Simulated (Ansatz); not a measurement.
Total energies of TiCl4 from Ansatz at PBE0-D4/def2-TZVPD, gas phase (1 Eh = 27.2114 eV = 2625.5 kJ/mol). The reference geometry is relaxed at PBE-D4/def2-SVP.

```tsv
atom	x (Å)	y (Å)	z (Å)
Ti1	0.000	0.000	0.000
Cl2	-1.074	0.998	-1.604
Cl3	1.632	1.265	0.675
Cl4	0.798	-1.886	-0.727
Cl5	-1.356	-0.377	1.655
```

```csv
state,geometry,energy (Eh)
charge 0 singlet,reference,-2689.79990
charge -1 doublet,reference,-2689.89264
charge -1 doublet,relaxed at PBE-D4/def2-SVPD,-2689.90594
free Ti atom (triplet),–,-849.14320
free Cl atom (doublet),–,-459.99797
```

(1) Work out the vertical electron affinity, to the doublet.

(2) How much does the charge -1 doublet relax, and what is the adiabatic electron affinity?

(3) What is the binding energy per atom against free atoms?

(1) E(charge 0 singlet) − E(charge -1 doublet) = -2689.79990 − (-2689.89264) = 0.09274 Eh = 2.52 eV.

(2) Relaxation: -2689.89264 − (-2689.90594) = 0.01330 Eh = 0.36 eV. Adiabatic electron affinity: 0.10604 Eh = 2.89 eV, without zero-point energy. 

(3) Atoms: 1 × (-849.14320) + 4 × (-459.99797) = -2689.13508 Eh. Binding: -2689.13508 − (-2689.79990) = 0.66482 Eh = 18.09 eV, or 3.62 eV for each of 5 atoms (no zero-point energy, no counterpoise term).
